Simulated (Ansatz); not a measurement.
Reaction (ligand exchange at a Ga–O bond): `[OH][GaH][CH2][SiH3]` + HCl → `[SiH3][CH2][GaH][Cl]` + H₂O

Computed with Ansatz on PBE0-D4/def2-TZVP structures; ΔE is electronic, products minus reactants. CCSD(T)/CBS adds triple-zeta CCSD(T) − MP2 to the extrapolated MP2 energy (def2 sets, frozen cores). This one scheme is used for every species. For Ga outer-core shells are correlated without core-valence functions, which leaves a few kJ/mol of doubt a bond. Scalar relativity is left out up to krypton. One conformer a species, not always the lowest.

| species | CCSD(T)/CBS(def2) energy (Eh) |
| --- | --- |
| `[OH][GaH][CH2][SiH3]` | -2330.48937 |
| HCl | -460.38127 |
| `[SiH3][CH2][GaH][Cl]` | -2714.51621 |
| H₂O | -76.37941 |

(1) Work out ΔE.

Largest T1 diagnostic among the species: 0.014.

Answers

(1) ΔE = (-2714.51621) + (-76.37941) − (-2330.48937) − (-460.38127) = -0.02498 Eh = -0.68 eV.

From PBE to PBE0 (25 % exact exchange), in def2-TZVPP and without D4, ΔE moves by −0.07 eV. In def2-TZVPP, CCSD(T) changes the Hartree–Fock value by +0.16 eV (the triples alone add +0.02 eV) and MP2 by +0.14 eV.
